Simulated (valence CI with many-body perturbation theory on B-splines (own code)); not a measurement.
**Energy levels of Yb63+**

Method: valence CI with perturbative core correlation (CI+MBPT): five valence electrons over a frozen Dirac-Fock core [He], a basis of 9 s, 9 p, 8 d, 6 f, 3 g, 1 h functions for each j, with the one-electron correlation potential Σ1, the two-electron term Σ2, the three-electron term Σ3, Breit, model QED; selected CI, second order for the rest (own B-spline code, finite nucleus).

The last digits are not significant, and no measured levels were compared; by estimate large intervals hold to a few tenths of a per cent, small ones and those within an open d or f shell to about a per cent. Among the levels kept, up to 1100 cm⁻¹ of a level comes from second order outside the variational space, and about a tenth of that is noise between levels of different J, which matters for small intervals.

Levels 46 to 74 of 74, with energies above the lowest level, (2s^2 2p1/2^2 2p3/2) J=3/2. "Leading %" is the weight of the configuration and term that name the level; weights of strongly mixed levels are sums over their largest components and can fall short. In the jj column 3d3/2^4 stands for four electrons in 3d with j = 3/2. Lifetimes count E1, E2, E3, M1 and M2 decay at the calculated energies, and are blank where another channel may lead or the interval is too uncertain; long ones can be off by a factor of two.

| No. | Configuration | Term | J | E (Ry) | Leading % | Lifetime | g | Leading jj |
| --- | --- | --- | --- | --- | --- | --- | --- | --- |
| 46 | 2s2 2p2 3d | 4D | 1/2 | 696.22 | 79 | 5.06 fs | 0.241 | 2s^2 2p1/2 2p3/2 3d3/2 (100 %) |
| 47 | 2s2 2p2 3d | 2G | 7/2 | 697.10 | 54 | 51.2 fs | 1.006 | 2s^2 2p1/2 2p3/2 3d3/2 (98 %) |
| 48 | 2s2 2p2 3d | 2D | 5/2 | 698.20 | 36 | 740 as | 1.127 | 2s^2 2p1/2 2p3/2 3d3/2 (97 %) |
| 49 | 2s2 2p2 3d | 2D | 3/2 | 698.63 | 46 | 732 as | 1.099 | 2s^2 2p1/2 2p3/2 3d3/2 (97 %) |
| 50 | 2s2 2p2 3d | 2P | 1/2 | 699.31 | 37 | 677 as | 1.621 | 2s^2 2p1/2 2p3/2 3d3/2 (98 %) |
| 51 | 2s2 2p2 3d | 4D | 7/2 | 701.59 | 46 | 32.7 fs | 1.297 | 2s^2 2p1/2 2p3/2 3d5/2 (99 %) |
| 52 | 2s2 2p2 3d | 2P | 3/2 | 702.92 | 39 | 1.08 fs | 1.321 | 2s^2 2p1/2 2p3/2 3d5/2 (98 %) |
| 53 | 2s2 2p2 3d | 2G | 9/2 | 703.04 | 64 | 8.85 ps | 1.168 | 2s^2 2p1/2 2p3/2 3d5/2 (100 %) |
| 54 | 2s2 2p2 3d | 2F | 5/2 | 703.08 | 44 | 844 as | 1.137 | 2s^2 2p1/2 2p3/2 3d5/2 (98 %) |
| 55 | 2s2 2p2 3d | 2D | 5/2 | 704.27 | 60 | 600 as | 1.242 | 2s^2 2p1/2 2p3/2 3d5/2 (98 %) |
| 56 | 2s2 2p2 3d | 2F | 7/2 | 704.84 | 69 | 539 as | 1.122 | 2s^2 2p1/2 2p3/2 3d5/2 (98 %) |
| 57 | 2s2 2p2 3d | 2D | 3/2 | 705.27 | 57 | 804 as | 0.962 | 2s^2 2p1/2 2p3/2 3d5/2 (99 %) |
| 58 | 2s2 2p2 3d | 2P | 1/2 | 705.63 | 57 | 759 as | 1.206 | 2s^2 2p1/2 2p3/2 3d5/2 (99 %) |
| 59 | 2s 2p3 3p | 4D | 7/2 | 709.33 | 49 | 128 fs | 1.423 | 2s 2p1/2^2 2p3/2 3p3/2 (98 %) |
| 60 | 2s 2p3 3p | 2P | 3/2 | 710.00 | 31 | 3.83 fs | 1.507 | 2s 2p1/2^2 2p3/2 3p3/2 (99 %) |
| 61 | 2s 2p3 3p | 4P | 5/2 | 711.25 | 38 | 4.12 fs | 1.407 | 2s 2p1/2^2 2p3/2 3p3/2 (99 %) |
| 62 | 2s 2p3 3p | 2P | 1/2 | 711.55 | 40 | 2.37 fs | 1.422 | 2s 2p1/2^2 2p3/2 3p3/2 (99 %) |
| 63 | 2s 2p3 3p | 2D | 5/2 | 715.87 | 32 | 5.06 fs | 1.255 | 2s 2p1/2^2 2p3/2 3p3/2 (99 %) |
| 64 | 2s 2p3 3d | 4D° | 5/2 | 716.27 | 30 | 8.38 fs | 1.243 | 2s 2p1/2^2 2p3/2 3d3/2 (99 %) |
| 65 | 2s 2p3 3d | 4D° | 3/2 | 716.63 | 29 | 3.91 fs | 1.346 | 2s 2p1/2^2 2p3/2 3d3/2 (99 %) |
| 66 | 2s 2p3 3d | 4F° | 7/2 | 716.86 | 23 | 79.2 fs | 1.227 | 2s 2p1/2^2 2p3/2 3d3/2 (96 %) |
| 67 | 2s 2p3 3d | 4P° | 1/2 | 716.92 | 46 | 9.36 fs | 2.253 | 2s 2p1/2^2 2p3/2 3d3/2 (99 %) |
| 68 | 2s 2p3 3p | 2P | 3/2 | 717.07 | 36 | 5.77 fs | 1.220 | 2s 2p1/2^2 2p3/2 3p3/2 (99 %) |
| 69 | 2s 2p3 3p | 4P | 1/2 | 717.40 | 39 | 50.6 fs | 1.751 | 2s 2p1/2^2 2p3/2 3p3/2 (99 %) |
| 70 | 2s 2p3 3d | 4F° | 9/2 | 721.96 | 51 | 8.20 ps | 1.329 | 2s 2p1/2^2 2p3/2 3d5/2 (100 %) |
| 71 | 2s 2p3 3d | 2D° | 3/2 | 722.06 | 33 | 9.43 fs | 0.935 | 2s 2p1/2^2 2p3/2 3d3/2 (81 %) |
| 72 | 2s 2p3 3d | 2F° | 5/2 | 722.71 | 37 | 31.2 fs | 0.924 | 2s 2p1/2^2 2p3/2 3d3/2 (98 %) |
| 73 | 2s 2p3 3d | 4D° | 1/2 | 723.29 | 49 | 3.23 fs | 0.600 | 2s 2p1/2^2 2p3/2 3d3/2 (96 %) |
| 74 | 2s 2p3 3d | 4D° | 5/2 | 723.70 | 31 | 992 as | 1.322 | 2s 2p1/2^2 2p3/2 3d5/2 (98 %) |
